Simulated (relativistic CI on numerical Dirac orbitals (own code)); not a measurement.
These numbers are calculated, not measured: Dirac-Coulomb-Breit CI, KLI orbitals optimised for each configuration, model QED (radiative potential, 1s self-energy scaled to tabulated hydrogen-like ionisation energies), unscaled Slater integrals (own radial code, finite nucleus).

The strongest absorption lines from the ground level of an ion, among the configurations computed and to levels below about 660 eV (vacuum wavelength in nm, gf): 2.0627 (0.062), 2.1847 (0.064), 2.2036 (0.26), 2.2716 (1.2), 2.4508 (0.063), 13.518 (0.059), 17.056 (0.045), 19.995 (0.077).

Question: Which ion is it?
A. Ca14+
B. Ca12+
C. Ca16+
D. Ar12+

Answer: A. Ca14+ has 6 electrons and the ground level 2s2 2p2 3P_0; the strongest line goes to 2s2 2p 3d 3D°_1. The pattern of lines fixes the number of electrons, and along that sequence the line energies rise steadily with the charge (about as its square where n changes within one kind of shell, about linearly where n is kept but much faster in heavy ions where fine structure, which grows about as Z⁴, sets the gap, and irregularly where shells cross), which fixes Z. Configurations outside the model, such as inner-shell arrays, can give stronger lines. At this charge energies of transitions that change n are usually good to better than 1 %, and those within a shell (Δn = 0) to a few per cent.

LS names give the leading component of a level, which can be under half, so a name can repeat, a term be missing and a line seem to break the LS rules.
